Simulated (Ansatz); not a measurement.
One change: `CCCCCCCCCC#N` becomes `C=CCCCCCCCC`.

Ansatz, PBE0-D4/def2-TZVP geometries, multiplicity 1. Each molecule was computed in one conformer, which needn't be the lowest.

| property | `CCCCCCCCCC#N` |
| --- | --- |
| size of the dipole moment (B3LYP/def2-TZVPP) / D | 4.24 |
| size of the dipole moment (PBE/def2-TZVPP) / D | 4.18 |
| size of the dipole moment (ωB97M-V/def2-TZVPP) / D | 4.23 |
| HOMO–LUMO gap (PBE/def2-TZVPP) / eV | 6.97 |
| HOMO energy (ωB97M-V/def2-TZVPP) / eV | -11.00 |
| HOMO–LUMO gap (B3LYP/def2-TZVPP) / eV | 8.76 |

Question: Give the same properties after the change, and the shifts. (Best estimate.)

Answer: Computed: 
| property | `C=CCCCCCCCC` | shift |
| --- | --- | --- |
| size of the dipole moment (B3LYP/def2-TZVPP) / D | 0.39 | -3.85 |
| size of the dipole moment (PBE/def2-TZVPP) / D | 0.41 | -3.77 |
| size of the dipole moment (ωB97M-V/def2-TZVPP) / D | 0.37 | -3.86 |
| HOMO–LUMO gap (PBE/def2-TZVPP) / eV | 5.41 | -1.56 |
| HOMO energy (ωB97M-V/def2-TZVPP) / eV | -9.49 | 1.51 |
| HOMO–LUMO gap (B3LYP/def2-TZVPP) / eV | 7.10 | -1.66 |

With PBE0 the HOMO rises by 1.47 eV and the LUMO falls by 0.20 eV, so the gap narrows by about 1.67 eV. PBE moves the HOMO by 1.24 eV and ωB97M-V by 1.51 eV. Dipoles are sizes alone; their direction can turn.

B3LYP here is the variant with VWN-RPA as its local correlation; programs differ in this.
